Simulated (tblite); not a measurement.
Species: C₄H₁₃NSi₂.
Z-matrix (Å and degrees, GFN2-xTB geometry), rows numbered from 1:
```
C 
N   1  1.4425
Si  2  1.7201  1  121.80
C   3  1.9095  2  109.63  1  -169.34
Si  4  1.9151  3   91.28  2   113.80
C   5  1.8960  4  113.57  3   114.28
C   3  1.9131  2  111.66  1   -72.37
H   1  1.0872  2  108.56  3    39.30
H   1  1.0960  2  112.71  3   -80.39
H   1  1.0916  2  110.20  3   158.31
H   2  1.0091  1  111.47  3   145.31
H   3  1.4758  2  115.60  1    59.25
H   4  1.0853  3  114.91  2    -4.04
H   4  1.0856  3  114.05  2  -128.14
H   5  1.4710  4  114.72  3  -117.70
H   6  1.0855  5  111.17  4   -47.27
H   6  1.0849  5  110.87  4    72.57
H   6  1.0851  5  111.44  4  -167.57
H   7  1.0865  3  115.15  2   129.71
H   7  1.0859  3  114.50  2     5.24
```

Computed with GFN2-xTB (tblite): harmonic, unscaled wavenumbers at the GFN2-xTB geometry, gas phase. This tight-binding method is rough: wavenumbers can miss measured ones by several per cent, in bad cases by 10 to 20. Modes of hydrogen on silicon can be 10 to 20 % off. One conformer, not necessarily the lowest.

Harmonic wavenumbers (cm⁻¹): 30.5, 72.0, 112.1, 118.4, 139.8, 165.6, 181.5, 244.1, 291.2, 353.2, 515.8, 544.9, 584.6, 604.5, 619.7, 631.6, 660.7, 686.9, 711.0, 721.0, 748.3, 796.2, 823.6, 831.9, 850.3, 916.6, 964.4, 1059.2, 1081.5, 1088.6, 1110.9, 1156.0, 1358.8, 1369.8, 1420.1, 1462.2, 1467.1, 1491.2, 1492.7, 1494.3, 1504.7, 2137.5, 2184.7, 2901.6, 2973.8, 3011.4, 3019.7, 3022.3, 3026.7, 3033.2, 3042.6, 3046.1, 3049.5, 3437.7.

A = 4531, B = 904.2, C = 853.2 MHz; mass 131.059 u (most abundant isotopes); point group C1, symmetry number 1.

Question: Zero-point energy?

Answer: ½Σν̃ = 35182 cm⁻¹ = 420.87 kJ/mol.

Question: Entropy at 500 K, 1 bar (ideal gas, RRHO, classical rotation)?

Answer: Translation 180.41, rotation 127.41, vibration 237.43: S = 545.2 J/(mol K).

Question: And Cp and H(500 K) − H(0)?

Answer: Cp = 256.59 J/(mol K), of which vibrations give 223.33 (their classical limit is 54 R = 449.0); H(500 K) − H(0) = 76.27 kJ/mol without the zero-point energy, 59.65 from vibrations.

Question: How do the functions run with temperature in this model?

Answer: 
```csv
T (K),S (J/(mol K)),Cp (J/(mol K)),H − H(0) (kJ/mol),G − H(0) (kJ/mol),ln q(vib)
50,248.7,60.0,2.21,-10.22,0.78
100,299.1,86.5,5.93,-23.99,2.27
298.15,433.3,178.0,31.89,-97.30,8.30
373.15,476.9,210.8,46.50,-131.45,10.52
750,662.2,319.6,148.89,-347.73,21.12
1000,760.3,361.9,234.40,-525.86,27.45
```

q(vib) and H(0) count from the zero-point level.

Question: Blend soft modes into free rotors: weight 1/[1 + (100 cm⁻¹/ν̃)⁴] for the oscillator and the rest for a rotor with moment μB/(μ + B), μ = h/(8π²ν), B = 10⁻⁴⁴ kg m². What vibrational entropy results?

Answer: 219.20 J/(mol K) in place of 237.43, which changes −T·S at 500 K by +9.12 kJ/mol.

Question: Which modes carry the vibrational entropy at 500 K?

Answer: 30.5 cm⁻¹: 28.55; 72.0 cm⁻¹: 21.42; 112.1 cm⁻¹: 17.76; 118.4 cm⁻¹: 17.31; 139.8 cm⁻¹: 15.94; 165.6 cm⁻¹: 14.56 J/(mol K); the other 48 give 121.91 together.

Question: What must be added to the electronic energy to get the Gibbs energy at 500 K and 1 bar?

Answer: ZPE + [H(500 K) − H(0)] − T·S = 420.87 + 76.27 − 272.62 = 224.52 kJ/mol.

Hindered rotation and anharmonicity are outside this model. Other conformers, if any are populated, would add a mixing term that is left out. The structure is chiral; the term R ln 2 for an equal mix with its mirror image is left out.
